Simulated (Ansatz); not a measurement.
C3H10ClHfNOS (`C[O][Hf]([SH])([Cl])[N](C)C`) from Hartree–Fock to CCSD(T)

```csv
atom,x (Å),y (Å),z (Å)
C1,-0.140,2.920,1.385
O2,0.075,1.568,1.133
Hf3,0.620,-0.231,0.886
S4,2.977,-0.378,0.185
Cl5,0.202,-1.572,2.807
N6,-0.358,-0.935,-0.712
C7,-0.188,-2.352,-0.954
C8,-1.229,-0.294,-1.663
H9,-1.131,3.071,1.823
H10,-0.077,3.494,0.455
H11,0.611,3.306,2.081
H12,3.442,-0.005,1.393
H13,0.255,-2.539,-1.941
H14,-1.143,-2.890,-0.895
H15,0.483,-2.803,-0.211
H16,-0.838,-0.387,-2.685
H17,-2.232,-0.742,-1.652
H18,-1.330,0.769,-1.435
```

The species carries charge 0 and has multiplicity 1. Correlated methods include outer-core shells of Hf, which these sets cover unevenly. Hf takes the def2 core potential. All single points use the PBE0-D4/def2-TZVP geometry. It is one conformer, not always the lowest. Frozen core, restricted reference, Ansatz 0.2.0.

| basis | HF (Eh) | MP2 corr. |
| --- | --- | --- |
| def2-SVP | -1153.01356 | -1.27848 |
| def2-TZVPP | -1153.60959 | -1.67041 |
| def2-QZVPP | -1153.64595 | -1.81970 |

Q: Estimate the CCSD correlation energy and the (T) correction in each basis where they were run (hartree).

A: 
```csv
basis,CCSD corr.,(T)
def2-SVP,-1.35267,-0.04266
```
